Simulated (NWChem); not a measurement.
System: C2HF2, doublet; SMILES [CH]=C(F)F

Program: NWChem. Spin-unrestricted. In the optimisation the excess spin sits in a' (Cs, its own frame). Geometry: optimised at PBE0/def2-SVP, spin-unrestricted. No stability test was run on the SCF state. Level TPSS/def2-SVP: single points from the atomic guess with DIIS by default; each run changes one setting, and all converged runs end within 0.3 mHa of each other. NWChem's automatic level shift, which a small gap switches on, acted in some of these runs.

Problem. Which setting needs the most SCF iterations, or fails (occupation smearing of 0.005 Ha; no level shifting; no DIIS, 40 % damping; level shift of 0.5 Ha throughout; DIIS on 20 Fock matrices; defaults)?

Solution. no DIIS, 40 % damping, with 200 against 11 for the defaults.
| setting | SCF iterations |
|---|---|
| defaults | 11 |
| level shift of 0.5 Ha throughout | 16 |
| DIIS on 20 Fock matrices | 10 |
| no level shifting | 11 |
| occupation smearing of 0.005 Ha | 11 |
| no DIIS, 40 % damping | 200 |
